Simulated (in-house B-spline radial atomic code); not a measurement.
## Binding energies in the bismuth ion Bi²⁺

NIST's tabulated ground configuration is [Xe] 4f14 5d10 6s2 6p1; each binding energy is the energy of the ion with one electron taken from that subshell, relaxed, less that of the parent. Computed with an all-electron radial atomic-structure program (B-spline basis): Dirac-Kohn-Sham B3LYP, spherical fractional occupations, Fermi nucleus of rms radius 5.5211 fm. Energies include first-order Breit, QED and recoil terms.

Caution: exact exchange at fractional occupations of open shells leaves self-interaction of up to several eV.

```csv
subshell,X-ray name,binding energy (eV),-ε (eV),relaxation (eV)
1s,K,90739.2,90608.0,-589.1
2s,L1,16354.4,16314.7,-105.7
2p1/2,L2,15751.4,15676.8,-138.6
2p3/2,L3,13439.5,13356.3,-122.0
3s,M1,3982.5,3965.8,-30.4
3p1/2,M2,3696.4,3676.4,-33.0
3p3/2,M3,3180.3,3155.5,-32.2
3d3/2,M4,2713.8,2679.7,-39.0
3d5/2,M5,2605.1,2569.5,-38.8
4s,N1,942.9,931.7,-14.4
4p1/2,N2,817,805.4,-14.3
4p3/2,N3,690.1,676.6,-14.8
4d3/2,N4,484.6,470.5,-14.7
4d5/2,N5,461.1,446.4,-14.9
4f5/2,N6,193.6,178.6,-14.7
4f7/2,N7,188.3,173.0,-14.9
5s,O1,187.9,180.1,-8.4
5p1/2,O2,143.4,135.8,-8.1
5p3/2,O3,118.9,110.9,-8.2
5d3/2,O4,55.56,48.35,-7.20
5d5/2,O5,52.57,45.29,-7.23
6s,P1,36.31,31.74,-4.64
6p,-,23.09,19.06,-4.05
```

Relaxation = -ε minus the binding energy without Breit, QED and recoil terms. With a density functional, K lines can miss by some tenths of a per cent, more in light atoms. For a density functional the relaxation so defined is negative, because -ε of a Kohn-Sham level is smaller than the binding energy.

Emission lines follow as differences of binding energies, with λ = 12398.42 eV·Å / E:

| line | holes | energy (eV) | wavelength (Å) |
| --- | --- | --- | --- |
| K-L3 | 1s → 2p3/2 | 77299.7 | 0.16039 |
| K-L2 | 1s → 2p1/2 | 74987.8 | 0.16534 |
| K-M3 | 1s → 3p3/2 | 87558.9 | 0.1416 |
| L3-M5 | 2p3/2 → 3d5/2 | 10834.4 | 1.1444 |
| L2-M4 | 2p1/2 → 3d3/2 | 13037.6 | 0.95097 |
| L1-M3 | 2s → 3p3/2 | 13174.1 | 0.94112 |
| L3-M1 | 2p3/2 → 3s | 9457.0 | 1.311 |
| L2-N4 | 2p1/2 → 4d3/2 | 15266.8 | 0.81212 |
| M5-N7 | 3d5/2 → 4f7/2 | 2416.8 | 5.1301 |
| M4-N6 | 3d3/2 → 4f5/2 | 2520.2 | 4.9196 |

Question: What screening constant σ does Moseley's law, E = (3/4)·13.6057 eV·(Z - σ)², need for K-L3?

Answer: σ = -4.04.

Moseley's non-relativistic formula needs a falling, then negative, screening constant for heavy elements, because relativity binds the 1s electron more strongly than the formula allows.

Question: What does it cost to remove both a 1s and a 5s electron?

Answer: 90952 eV, which is 24.65 eV more than the two single binding energies together.

Question: What does it cost to remove both a 1s and a 3d5/2 electron?

Answer: 93457 eV, which is 113.1 eV more than the two single binding energies together.

Question: What does it cost to remove both a 4d5/2 and a 4f5/2 electron?

Answer: 687.26 eV, which is 32.6 eV more than the two single binding energies together.
